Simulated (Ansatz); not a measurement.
Ansatz (a first-principles code) job for FHMgO, SMILES [OH][Mg][F], PBE-D3(BJ)/def2-TZVP. 

Ansatz 0.2 input:
```yaml
crystal:
  periodic: [false, false, false]
  atoms:
    - {symbol: Mg, position_ang: [-0.51046785, 0.02978424, 0.00000000]}
    - {symbol: F, position_ang: [0.35328306, 1.50626210, -0.00000000]}
    - {symbol: O, position_ang: [0.22146180, -1.53912154, -0.00000000]}
    - {symbol: H, position_ang: [1.17437228, -1.60079740, 0.00000001]}
basis:
  gaussian:
    orbitals: def2-TZVP
hamiltonian:
  xc: pbe
  dispersion: d3bj
relax: {f_tol: 0.002, max_steps: 200}
```

It prints:

```
WARN ansatz: RAYON_NUM_THREADS=1 ignored (pool sized by the plan → 1); use --threads N
Functional definition: PBE
integrals: 0.03 GiB planned
639 factors; their error is unknown
mean field: 0.20 GiB planned
mean field evaluation 1: about -10208.8115 eV, gradient 8.7e1 eV
mean field evaluation 2: about -10068.8313 eV, gradient 2.2e2 eV
mean field evaluation 4: about -10218.6294 eV, gradient 3.8e1 eV
mean field evaluation 8: about -10220.8713 eV, gradient 1.8e-1 eV
mean field evaluation 16: about -10220.8629 eV, gradient 7.9e-5 eV
mean field -10220.86293813 eV, -375.6097850266 hartree, gradient 7.9e-5 eV, S^2 0.000000; 0 other end points of the search recorded, 0 dependent functions left out
the calculation of the forces begins
reference -10220.86298011 eV, -375.6097865694 hartree; 15, 15 occupied and 85, 85 virtual orbitals, 639 factors
relax step   1: F+E_penalty+E_count = -10220.89986816 eV  Δ(F+E_penalty+E_count) = +0.000e0 eV  max|allowed force component| = 2.023e0 eV/Å  Δτ_max = 0.0000 Å  (26 SCF iters, accepted)
these checks for a lower state are left out or cut short: starts, cluster_reference, orbital_swaps, neighbouring_geometries, increment
integrals: 0.03 GiB planned
639 factors; their error is unknown
mean field: 0.20 GiB planned
mean field -10221.12353836 eV, -375.6193619085 hartree, gradient 7.8e-6 eV, S^2 0.000000; 0 other end points of the search recorded, 0 dependent functions left out
the calculation of the forces begins
reference -10221.12358040 eV, -375.6193634532 hartree; 15, 15 occupied and 85, 85 virtual orbitals, 639 factors
relax step   2: F+E_penalty+E_count = -10221.15957925 eV  Δ(F+E_penalty+E_count) = -2.597e-1 eV  max|allowed force component| = 1.052e0 eV/Å  Δτ_max = 0.1520 Å  (28 SCF iters, accepted)
these checks for a lower state are left out or cut short: starts, cluster_reference, orbital_swaps, neighbouring_geometries, increment
integrals: 0.03 GiB planned
639 factors; their error is unknown
mean field: 0.20 GiB planned
mean field evaluation 32: about -10221.3388 eV, gradient 1.8e-5 eV
mean field -10221.33883101 eV, -375.6272737673 hartree, gradient 1.8e-5 eV, S^2 0.000000; 0 other end points of the search recorded, 0 dependent functions left out
the calculation of the forces begins
reference -10221.33887248 eV, -375.6272752912 hartree; 15, 15 occupied and 85, 85 virtual orbitals, 639 factors
relax step   3: F+E_penalty+E_count = -10221.37390492 eV  Δ(F+E_penalty+E_count) = -2.143e-1 eV  max|allowed force component| = 6.015e-1 eV/Å  Δτ_max = 0.1958 Å  (28 SCF iters, accepted)
these checks for a lower state are left out or cut short: starts, cluster_reference, orbital_swaps, neighbouring_geometries, increment
integrals: 0.02 GiB planned
639 factors; their error is unknown
mean field: 0.20 GiB planned
mean field -10221.45458635 eV, -375.6315276977 hartree, gradient 7.2e-6 eV, S^2 0.000000; 0 other end points of the search recorded, 0 dependent functions left out
the calculation of the forces begins
reference -10221.45462723 eV, -375.6315291998 hartree; 15, 15 occupied and 85, 85 virtual orbitals, 639 factors
relax step   4: F+E_penalty+E_count = -10221.48898435 eV  Δ(F+E_penalty+E_count) = -1.151e-1 eV  max|allowed force component| = 8.389e-1 eV/Å  Δτ_max = 0.1941 Å  (34 SCF iters, accepted)
these checks for a lower state are left out or cut short: starts, cluster_reference, orbital_swaps, neighbouring_geometries, increment
integrals: 0.02 GiB planned
639 factors; their error is unknown
mean field: 0.20 GiB planned
mean field -10221.50269538 eV, -375.6332956717 hartree, gradient 7.0e-6 eV, S^2 0.000000; 0 other end points of the search recorded, 0 dependent functions left out
the calculation of the forces begins
reference -10221.50273711 eV, -375.6332972054 hartree; 15, 15 occupied and 85, 85 virtual orbitals, 639 factors
relax step   5: F+E_penalty+E_count = -10221.53724126 eV  Δ(F+E_penalty+E_count) = -4.826e-2 eV  max|allowed force component| = 1.621e0 eV/Å  Δτ_max = 0.1802 Å  (33 SCF iters, accepted)
these checks for a lower state are left out or cut short: starts, cluster_reference, orbital_swaps, neighbouring_geometries, increment
integrals: 0.02 GiB planned
639 factors; their error is unknown
mean field: 0.20 GiB planned
mean field -10221.54816272 eV, -375.6349665659 hartree, gradient 6.6e-6 eV, S^2 0.000000; 0 other end points of the search recorded, 0 dependent functions left out
the calculation of the forces begins
reference -10221.54820414 eV, -375.6349680881 hartree; 15, 15 occupied and 85, 85 virtual orbitals, 639 factors
relax step   6: F+E_penalty+E_count = -10221.58256198 eV  Δ(F+E_penalty+E_count) = -4.532e-2 eV  max|allowed force component| = 5.370e-1 eV/Å  Δτ_max = 0.0327 Å  (29 SCF iters, accepted)
these checks for a lower state are left out or cut short: starts, cluster_reference, orbital_swaps, neighbouring_geometries, increment
integrals: 0.02 GiB planned
639 factors; their error is unknown
mean field: 0.20 GiB planned
mean field evaluation 64: about -10221.5677 eV, gradient 2.0e-5 eV
mean field -10221.56770560 eV, -375.6356847534 hartree, gradient 6.2e-6 eV, S^2 0.000000; 0 other end points of the search recorded, 0 dependent functions left out
the calculation of the forces begins
reference -10221.56774689 eV, -375.6356862709 hartree; 15, 15 occupied and 85, 85 virtual orbitals, 639 factors
relax step   7: F+E_penalty+E_count = -10221.60192420 eV  Δ(F+E_penalty+E_count) = -1.936e-2 eV  max|allowed force component| = 2.239e-1 eV/Å  Δτ_max = 0.1261 Å  (34 SCF iters, accepted)
these checks for a lower state are left out or cut short: starts, cluster_reference, orbital_swaps, neighbouring_geometries, increment
integrals: 0.02 GiB planned
639 factors; their error is unknown
mean field: 0.20 GiB planned
mean field -10221.57042735 eV, -375.6357847758 hartree, gradient 6.1e-6 eV, S^2 0.000000; 0 other end points of the search recorded, 0 dependent functions left out
the calculation of the forces begins
reference -10221.57046863 eV, -375.6357862929 hartree; 15, 15 occupied and 85, 85 virtual orbitals, 639 factors
relax step   8: F+E_penalty+E_count = -10221.60461894 eV  Δ(F+E_penalty+E_count) = -2.695e-3 eV  max|allowed force component| = 9.002e-2 eV/Å  Δτ_max = 0.0329 Å  (30 SCF iters, accepted)
these checks for a lower state are left out or cut short: starts, cluster_reference, orbital_swaps, neighbouring_geometries, increment
integrals: 0.02 GiB planned
639 factors; their error is unknown
mean field: 0.20 GiB planned
mean field -10221.57055713 eV, -375.6357895452 hartree, gradient 6.0e-6 eV, S^2 0.000000; 0 other end points of the search recorded, 0 dependent functions left out
the calculation of the forces begins
reference -10221.57059841 eV, -375.6357910622 hartree; 15, 15 occupied and 85, 85 virtual orbitals, 639 factors
relax step   9: F+E_penalty+E_count = -10221.60475283 eV  Δ(F+E_penalty+E_count) = -1.339e-4 eV  max|allowed force component| = 9.926e-3 eV/Å  Δτ_max = 0.0036 Å  (31 SCF iters, accepted)
these checks for a lower state are left out or cut short: starts, cluster_reference, orbital_swaps, neighbouring_geometries, increment
integrals: 0.02 GiB planned
639 factors; their error is unknown
mean field: 0.20 GiB planned
mean field -10221.57055755 eV, -375.6357895604 hartree, gradient 1.7e-5 eV, S^2 0.000000; 0 other end points of the search recorded, 0 dependent functions left out
the calculation of the forces begins
reference -10221.57059883 eV, -375.6357910774 hartree; 15, 15 occupied and 85, 85 virtual orbitals, 639 factors
relax step  10: F+E_penalty+E_count = -10221.60475470 eV  Δ(F+E_penalty+E_count) = -1.862e-6 eV  max|allowed force component| = 1.487e-3 eV/Å  Δτ_max = 0.0004 Å  (20 SCF iters, accepted)
integrals: 0.02 GiB planned
639 factors; their error is unknown
mean field: 0.20 GiB planned
mean field evaluation 96: about -10220.2597 eV, gradient 2.3e1 eV
mean field -10221.57055755 eV, -375.6357895604 hartree, gradient 1.6e-5 eV, S^2 0.000000; 1 other end points of the search recorded, 0 dependent functions left out
the calculation of the forces begins
reference -10221.57059883 eV, -375.6357910774 hartree; 15, 15 occupied and 85, 85 virtual orbitals, 639 factors
Total energy: -10221.60479598 eV, -375.6370477995 hartree
Atom 0 at     0.127048     0.226439    -0.000000 Å, force    -0.000295     0.001487    -0.000000 eV/Å
Atom 1 at    -0.184760     1.968014    -0.000000 Å, force     0.000060    -0.000315     0.000000 eV/Å
Atom 2 at     0.313471    -1.554552     0.000000 Å, force     0.000353    -0.001005     0.000000 eV/Å
Atom 3 at     0.982891    -2.243773     0.000000 Å, force    -0.000118    -0.000167     0.000000 eV/Å
Dipole moment:     0.269772    -0.318072    -0.000000 e Å
```

The calculation finished and met its thresholds.
